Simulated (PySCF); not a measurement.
BH3N, SMILES [BH]N, multiplicity 2. Atoms are numbered in the order given.

```xyz
5

B      0.2175     0.8270     0.0000
N     -0.0298    -0.5245     0.0000
H     -0.6204     1.6794     0.0000
H     -0.9581    -0.9245     0.0000
H      0.6995    -1.2185     0.0000
```
Charge 0, spin multiplicity 2.

Geometry: PBE0-D3(BJ)/def2-TZVP. The isomer is the one that the SMILES or the coordinates give; other isomers of the formula were not compared.

The numbers are results of PBE/def2-TZVPD (PySCF), not measurements.

Gas-phase values at a fixed geometry.

| Quantity | Result |
|---|---|
| total energy | -81.28058 hartree |
| point group | Cs |
| α spin, highest occupied and lowest empty level | -4.20 and -1.07 eV |
| β spin, highest occupied and lowest empty level | -7.57 and -1.82 eV |
| dipole moment | 2.33 D |
| quadrupole, principal values (traceless, Buckingham form, about the centre of nuclear charge) | -1.38, -0.86, 2.24 D·Å |
| mean static polarisability | 30.7 bohr³ (4.55 Å³) |
| polarisability, principal values | 25.9, 29.6, 36.6 bohr³ |
| ⟨S²⟩ | 0.753 (pure state 0.75) |
